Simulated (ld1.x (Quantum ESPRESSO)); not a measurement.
**What the settings do to the TM potential of Sn**

Base potential:

Sn (Z = 50), norm-conserving Troullier–Martins (Kleinman–Bylander form), made with ld1.x (Quantum ESPRESSO) 7.5 (Wu–Cohen, scalar-relativistic). Core [Kr], reference 4d10 5s2 5p1 (charge +1). Waves: 5s (bound): rc 1.45 bohr; 5p (bound): rc 1.90 bohr; 4d (bound): rc 1.45 bohr. Local part: all-electron potential smoothed inside 1.10 bohr (lloc = -1). Core correction: Bessel-smoothed model core inside 1.15 bohr.

Cutoffs, loose and tight: the cutoffs (Ry, on a coarse ladder) from which the occupation-weighted sum of valence levels, in a spherical-Bessel basis at the reference potential, stays within 10 and 1 mRy of its value at 400 Ry. They do not see the model core or the augmentation charge, which bear on the density cutoff. Test errors are all-electron minus pseudo excitation energies from the reference, over the configurations 4d10 5s2 5p2; 4d10 5s2 5p0; 4d10 5s1 5p0; 4d9 5s2 5p2; 4d10 5s1 5p2; 4d10 5s0 5p4; 4d10 5s2 5p2.3. A dash means not determined; rows that change the core or the reference have their own tests.

A true bound ghost makes a file unfit for plane-wave use even where its test errors are small: the radial tests pick states by their node count and pass the ghost by.

| change | outcome | cutoff, loose | cutoff, tight | bound ghosts | largest test error (meV) |
| --- | --- | --- | --- | --- | --- |
| base | generated | 90 Ry | 180 Ry | s, p | -170 |
| wave 4d (bound): rc 1.45 bohr becomes 4d (bound): rc 0.92 bohr | generated | 140 Ry | 230 Ry | s, p | -172 |
| wave 4d (bound): rc 1.45 bohr becomes 4d (bound): rc 1.22 bohr | generated | 100 Ry | 180 Ry | s, p | -173 |
| wave 4d (bound): rc 1.45 bohr becomes 4d (bound): rc 1.38 bohr | generated | 100 Ry | 180 Ry | s, p | -171 |
| wave 4d (bound): rc 1.45 bohr becomes 4d (bound): rc 1.48 bohr | generated | 90 Ry | 180 Ry | s, p | -169 |
| wave 4d (bound): rc 1.45 bohr becomes 4d (bound): rc 1.60 bohr | generated | 90 Ry | 160 Ry | s, p | -164 |
| wave 4d (bound): rc 1.45 bohr becomes 4d (bound): rc 1.78 bohr | generated | 80 Ry | 160 Ry | s, p | -144 |
| wave 4d (bound): rc 1.45 bohr becomes 4d (bound): rc 2.06 bohr | generated | 70 Ry | 160 Ry | s, p | -102 |

(1) What comes out with this change to the base: wave 4d (bound): rc 1.45 bohr becomes 4d (bound): rc 2.20 bohr?

(2) What comes out with this change to the base: wave 4d (bound): rc 1.45 bohr becomes 4d (bound): rc 1.92 bohr?

(3) What comes out with this change to the base: wave 4d (bound): rc 1.45 bohr becomes 4d (bound): rc 1.10 bohr?

Results:

(1) outcome: generated; cutoff, loose: 80 Ry; cutoff, tight: 160 Ry; bound ghosts: s, p; largest test error (meV): -62.

(2) outcome: generated; cutoff, loose: 80 Ry; cutoff, tight: 160 Ry; bound ghosts: s, p; largest test error (meV): -122.

(3) outcome: generated; cutoff, loose: 110 Ry; cutoff, tight: 180 Ry; bound ghosts: s, p; largest test error (meV): -173.

Reading the sweep of the d radius (base included, trends over the rows without a ghost): Bound ghosts are found at 0.92, 1.1, 1.22, 1.38, 1.45, 1.48, 1.6, 1.78, 1.92, 2.06, 2.2 bohr. Every judged row has one, so this setting neither creates nor removes them.
